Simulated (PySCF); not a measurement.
# The third ionisation energy along the 5d series

Calculated with PySCF 2.14 from differences of total energies of unrestricted determinants, without spin-orbit coupling. Values in eV. The last column holds reference values (NIST; (s) semi-empirical, (t) theoretical, else measured). Unmarked ones compare directly (S terms, centres of terms, or small fine structure); those marked * lie between the lowest fine-structure levels and include a spin-orbit shift.

```json
{"element": "Hf (x2c-TZVPPall with one added diffuse shell each of s, p, d, f type, spin-free X2C)", "configurations": "[Xe] 4f14 5d2 → [Xe] 4f14 5d1", "UHF": "21.455", "CCSD (valence)": "21.565", "CCSD(T) (valence)": "21.565", "LDA": "22.643", "PBE": "22.526", "r2SCAN": "22.544", "reference": "22.55 ± 0.04 (t) *"}
{"element": "Ta (x2c-TZVPPall with one added diffuse shell each of s, p, d, f type, spin-free X2C)", "configurations": "[Xe] 4f14 5d3 → [Xe] 4f14 5d2", "UHF": "23.110", "CCSD (valence)": "23.421", "CCSD(T) (valence)": "23.423", "LDA": "24.538", "PBE": "24.312", "r2SCAN": "24.211", "reference": "23.1 ± 1.6 (t) *"}
{"element": "W (x2c-TZVPPall with one added diffuse shell each of s, p, d, f type, spin-free X2C)", "configurations": "[Xe] 4f14 5d4 → [Xe] 4f14 5d3", "UHF": "24.768", "CCSD (valence)": "25.704", "CCSD(T) (valence)": "25.720", "LDA": "26.351", "PBE": "26.021", "r2SCAN": "25.805", "reference": "26 ± 0.4 (s) *"}
{"element": "Re (x2c-TZVPPall with one added diffuse shell each of s, p, d, f type, spin-free X2C)", "configurations": "[Xe] 4f14 5d5 → [Xe] 4f14 5d4", "UHF": "27.251", "CCSD (valence)": "27.825", "CCSD(T) (valence)": "27.836", "LDA": "28.607", "PBE": "28.329", "r2SCAN": "28.279", "reference": "27 ± 1.6 (t) *"}
{"element": "Os (x2c-TZVPPall with one added diffuse shell each of s, p, d, f type, spin-free X2C)", "configurations": "[Xe] 4f14 5d6 → [Xe] 4f14 5d5", "UHF": "24.941", "CCSD (valence)": "26.177", "CCSD(T) (valence)": "26.234", "LDA": "27.399", "PBE": "27.006", "r2SCAN": "26.769", "reference": "25 ± 1.6 (t) *"}
{"element": "Ir (x2c-TZVPPall with one added diffuse shell each of s, p, d, f type, spin-free X2C)", "configurations": "[Xe] 4f14 5d7 → [Xe] 4f14 5d6", "UHF": "27.477", "CCSD (valence)": "28.701", "CCSD(T) (valence)": "28.760", "LDA": "29.696", "PBE": "29.325", "r2SCAN": "29.228", "reference": "28 ± 1.6 (t) *"}
{"element": "Pt (x2c-TZVPPall with one added diffuse shell each of s, p, d, f type, spin-free X2C)", "configurations": "[Xe] 4f14 5d8 → [Xe] 4f14 5d7", "UHF": "29.158", "CCSD (valence)": "30.521", "CCSD(T) (valence)": "30.590", "LDA": "31.598", "PBE": "31.151", "r2SCAN": "30.936", "reference": "29 ± 1.6 (t) *"}
{"element": "Au (x2c-TZVPPall with one added diffuse shell each of s, p, d, f type, spin-free X2C)", "configurations": "[Xe] 4f14 5d9 → [Xe] 4f14 5d8", "UHF": "30.881", "CCSD (valence)": "32.365", "CCSD(T) (valence)": "32.445", "LDA": "33.421", "PBE": "32.897", "r2SCAN": "32.534", "reference": "30 ± 1.6 (t) *"}
{"element": "Hg (x2c-TZVPPall with one added diffuse shell each of s, p, d, f type, spin-free X2C)", "configurations": "[Xe] 4f14 5d10 → [Xe] 4f14 5d9", "UHF": "33.524", "CCSD (valence)": "34.984", "CCSD(T) (valence)": "35.055", "LDA": "35.741", "PBE": "35.272", "r2SCAN": "35.112", "reference": "34.49 ± 0.05 *"}
```

"Valence" correlates the outer s and p shells and, in groups 3 to 12 and the f block, the outer d or f shell, open or full, or the next shell where the ion has no valence electron left; the wider scheme adds the next inner shell.
